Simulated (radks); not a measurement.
Problem. These are the eigenvalues of the occupied orbitals of an atom or ion with whole-number occupations (eV). All-electron calculation, scalar-relativistic Kohn-Sham, RPBE, spin-polarised, spherical densities, finite nucleus; Fermi nuclear charge, rms radius of each element as measured or else 0.836 A^(1/3) + 0.57 fm. Program: a radial shooting solver on a logarithmic mesh with Libxc functionals.

| orbital | eigenvalue |
|---|---|
| 1s up | -71676.20 |
| 1s down | -71675.99 |
| 2s up | -12457.79 |
| 2s down | -12457.42 |
| 2p up | -10878.34 |
| 2p down | -10877.94 |
| 3s up | -2911.511 |
| 3s down | -2911.311 |
| 3p up | -2445.562 |
| 3p down | -2445.325 |
| 3d up | -1916.870 |
| 3d down | -1916.542 |
| 4s up | -635.9621 |
| 4s down | -635.4828 |
| 4p up | -483.0935 |
| 4p down | -482.6235 |
| 4d up | -291.1239 |
| 4d down | -290.5456 |
| 5s up | -120.8636 |
| 5s down | -116.5958 |
| 5p up | -82.0486 |
| 4f up | -78.0291 |
| 5p down | -77.1555 |
| 4f down | -76.9499 |
| 5d up | -37.1464 |
| 5d down | -32.3992 |

Which element is it, and in what charge state? The configuration may be excited. Open shells, if any, are filled with parallel spins first.

Solution. Z = 75, rhenium, charge +3: Re3+ in [Kr] 4d10 4f14 5s2 5p4 5d6. The list shows which subshells hold electrons but not how many an open one holds; the 1s level, -2634.1 hartree, gives Z - s = 72.6 by -(Z - s)^2/2, which with screening and relativity narrows Z to a few neighbours, and the depths of the outer levels then fix element, charge and occupations together.
